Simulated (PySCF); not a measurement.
## Calculated data, BGeH$_{6}$NSi, AlClGeH$_{4}$, CH$_{5}$AlGeO, BClGeH$_{3}$

All values are calculated (PySCF 2.14.0). Calculation on a computer-drawn molecule: optimised geometry and harmonic frequencies of an isolated molecule of the commonest isotopes, restricted reference for singlets and unrestricted otherwise, frozen core in MP2; on germanium a core potential holds 10 electrons, which the energies leave out, and 3d is frozen in MP2 and coupled-cluster steps.

Common to all runs: multiplicity 1; method HF; basis cc-pV(D+d)Z; basis and core potential on germanium cc-pVDZ-PP ECP10MDF.

```json
{"entry": 1, "formula": "BGeH6NSi", "start_structure": {"atoms_angstrom": [["N", -2.3308, -1.4139, -1.3302], ["B", -1.7196, -1.2869, -0.2531], ["Si", -0.8073, -1.0521, 1.3753], ["Ge", 0.7668, 0.76, 1.2549], ["H", -2.8222, -1.5441, -2.2306], ["H", -1.6863, -0.7455, 2.5761], ["H", -0.082, -2.1756, 1.8563], ["H", 1.7768, 0.5545, 0.2312], ["H", 1.5665, 1.038, 2.5459], ["H", 0.1891, 2.0637, 0.8784]]}, "given": {"charge": 0, "drawn_bonds_atom": [1, 2, 3, 1, 3, 3, 4, 4, 4], "drawn_bonds_other_atom": [2, 3, 4, 5, 6, 7, 8, 9, 10], "drawn_bonds_order": [2, 1, 1, 1, 1, 1, 1, 1, 1]}, "results": {"optimised_atom_element": ["N", "B", "Si", "Ge", "H", "H", "H", "H", "H", "H"], "optimised_atom_x [angstrom]": [-2.333, -1.745, -0.7633, 0.8131, -2.809, -1.744, -0.05038, 1.842, 1.553, 0.0879], "optimised_atom_y [angstrom]": [-1.425, -1.277, -1.005, 0.8035, -1.549, -0.6982, -2.255, 0.4932, 1.006, 2.104], "optimised_atom_z [angstrom]": [-1.337, -0.268, 1.46, 1.258, -2.191, 2.526, 1.81, 0.1653, 2.585, 0.8961], "modes_frequency [cm^-1]": [82.95, 90.9, 262.1, 313.4, 369.8, 380.8, 515.1, 553.9, 559.8, 562.5, 599.4, 758.1, 816.1, 899.3, 965.5, 965.9, 1014, 2076, 2212, 2216, 2227, 2311, 2312, 4081], "modes_reduced_mass [dalton]": [5.872, 1.073, 2.313, 6.265, 3.302, 1.129, 1.829, 1.322, 2.499, 1.222, 1.368, 1.093, 1.154, 1.059, 1.019, 1.018, 1.049, 7.692, 1.023, 1.024, 1.012, 1.03, 1.052, 1.103], "rotational_constants [GHz]": [7.66, 1.309, 1.149], "total_energy [hartree]": -664.9511, "convergence_status_largest_gradient_component [hartree/bohr]": 1.401e-05}}
{"entry": 2, "formula": "AlClGeH4", "start_structure": {"atoms_angstrom": [["Al", -0.9341, -0.8435, -2.2391], ["Ge", -0.0458, -1.6611, -0.2101], ["Cl", -1.0429, -1.3589, 1.7493], ["H", -1.6493, -2.0034, -2.9763], ["H", -0.8186, 0.6157, -2.9959], ["H", 1.2393, -2.3531, 0.2907], ["H", -0.7419, -3.0129, -0.6737]]}, "given": {"charge": 0, "drawn_bonds_atom": [1, 2, 1, 1, 2, 2], "drawn_bonds_other_atom": [2, 3, 4, 5, 6, 7], "drawn_bonds_order": [1, 1, 1, 1, 1, 1]}, "results": {"optimised_atom_element": ["Al", "Ge", "Cl", "H", "H", "H", "H"], "optimised_atom_x [angstrom]": [-1.007, -0.07735, -1.342, -2.234, -0.3883, 1.358, -0.3033], "optimised_atom_y [angstrom]": [-0.8948, -2.093, -1.214, -1.52, 0.4937, -1.788, -3.602], "optimised_atom_z [angstrom]": [-2.286, -0.2924, 1.309, -3.052, -2.703, 0.1426, -0.173], "modes_frequency [cm^-1]": [69.56, 70.28, 328.7, 336.6, 390.1, 519.8, 597.6, 686.1, 772.2, 836.0, 956.8, 2003, 2011, 2222, 2228], "modes_reduced_mass [dalton]": [9.638, 1.041, 1.025, 11.44, 34.54, 1.171, 1.156, 1.031, 1.056, 1.059, 1.024, 1.024, 1.061, 1.025, 1.016], "rotational_constants [GHz]": [5.492, 2.286, 1.689], "total_energy [hartree]": -997.1618, "convergence_status_largest_gradient_component [hartree/bohr]": 9.748e-06}}
{"entry": 3, "formula": "CH5AlGeO", "start_structure": {"atoms_angstrom": [["O", 1.6837, 1.6267, 1.4843], ["Al", 1.5137, -0.0062, 1.2687], ["C", 0.6175, -0.925, -0.296], ["Ge", 0.6254, -0.2908, -1.9617], ["H", 1.734, 2.5535, 1.6755], ["H", 1.9945, -0.924, 2.4415], ["H", 0.5795, -1.97, -0.2689], ["H", 0.5852, 1.2414, -2.3411], ["H", 0.1011, -1.034, -3.1769]]}, "given": {"charge": 0, "drawn_bonds_atom": [1, 2, 3, 1, 2, 3, 4, 4], "drawn_bonds_other_atom": [2, 3, 4, 5, 6, 7, 8, 9], "drawn_bonds_order": [1, 1, 2, 1, 1, 1, 1, 1]}, "results": {"optimised_atom_element": ["O", "Al", "C", "Ge", "H", "H", "H", "H", "H"], "optimised_atom_x [angstrom]": [1.581, 1.42, 0.8698, 0.5275, 1.841, 1.727, 0.7412, 0.6408, 0.0863], "optimised_atom_y [angstrom]": [1.661, -0.02291, -0.9837, -0.2103, 2.273, -0.7, -2.064, 1.285, -0.9664], "optimised_atom_z [angstrom]": [1.068, 1.223, -0.3316, -1.891, 1.735, 2.619, -0.3235, -2.133, -3.141], "modes_frequency [cm^-1]": [91.63, 109.2, 261.5, 288.9, 357.3, 516.9, 544.3, 576.5, 579.2, 676.1, 750.8, 816.4, 886.9, 932.9, 965.5, 1147, 1982, 2245, 2289, 3299, 4227], "modes_reduced_mass [dalton]": [6.596, 2.653, 1.172, 4.384, 1.122, 1.617, 1.324, 1.11, 1.168, 1.644, 1.732, 1.08, 3.984, 1.482, 1.267, 1.965, 1.042, 1.021, 1.019, 1.086, 1.068], "rotational_constants [GHz]": [9.311, 1.55, 1.329], "total_energy [hartree]": -650.9464, "convergence_status_largest_gradient_component [hartree/bohr]": 2.876e-05}}
{"entry": 4, "formula": "BClGeH3", "start_structure": {"atoms_angstrom": [["B", -0.8661, 2.0756, -0.4622], ["Ge", -2.4319, 1.7634, 0.8699], ["Cl", -2.3653, 2.8369, 2.608], ["H", -0.9457, 2.9916, -1.1909], ["H", 0.0759, 1.377, -0.3953], ["H", -3.6743, 0.8963, 0.7634]]}, "given": {"charge": 1, "drawn_bonds_atom": [1, 2, 1, 1, 2], "drawn_bonds_other_atom": [2, 3, 4, 5, 6], "drawn_bonds_order": [1, 1, 1, 1, 1]}, "results": {"optimised_atom_element": ["B", "Ge", "Cl", "H", "H", "H"], "optimised_atom_x [angstrom]": [-0.8422, -2.434, -2.379, -0.9711, 0.08936, -3.671], "optimised_atom_y [angstrom]": [2.091, 1.782, 2.811, 2.979, 1.365, 0.9131], "optimised_atom_z [angstrom]": [-0.4759, 0.8607, 2.664, -1.252, -0.3627, 0.7586], "modes_frequency [cm^-1]": [136.3, 172.3, 412.1, 478.4, 543.3, 721.6, 751.5, 949.8, 1194, 2321, 2759, 2906], "modes_reduced_mass [dalton]": [4.706, 1.048, 1.047, 9.877, 8.761, 1.217, 1.053, 1.311, 1.104, 1.022, 1.04, 1.138], "rotational_constants [GHz]": [13.96, 3.346, 2.766], "total_energy [hartree]": -779.0387, "convergence_status_largest_gradient_component [hartree/bohr]": 2.507e-05}}
```
